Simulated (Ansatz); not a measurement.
CH3F2Si (`C[Si](F)F`) radical. The species carries charge 0 and has multiplicity 2.

Z-matrix (Å, degrees):
```
C
Si 1 1.860
H 1 1.091 2 110.5
H 1 1.091 2 110.5 3 -120.7
H 1 1.094 2 108.7 3 119.6
F 2 1.598 1 108.7 3 -176.8
F 2 1.598 1 108.7 3 -61.8
```

(1) List the harmonic frequencies (cm⁻¹, unscaled) at PBE0-D4/def2-TZVP in Ansatz. (Best estimate.)

(2) Is this a minimum?

(3) Give the ideal-gas thermochemistry at 298.15 K and 1 bar (rigid rotor, harmonic oscillator; point group Cs, symmetry number 1).

(4) Rotational constants (cm⁻¹)?

Results:

(1) Computed: 135, 213, 274, 328, 673, 771, 777, 874, 928, 1257, 1432, 1443, 3050, 3142, 3161.

(2) Yes, all 15 modes are real.

(3) Zero-point energy 110.4 kJ/mol; H(298) − E = 126.8 kJ/mol; entropy 311.5 J/(mol·K), of which translation 163.7, rotation 104.9, vibration 37.1, electronic 5.8; G(298) − E = 34.0 kJ/mol.

(4) 0.2347, 0.2098, 0.1243.
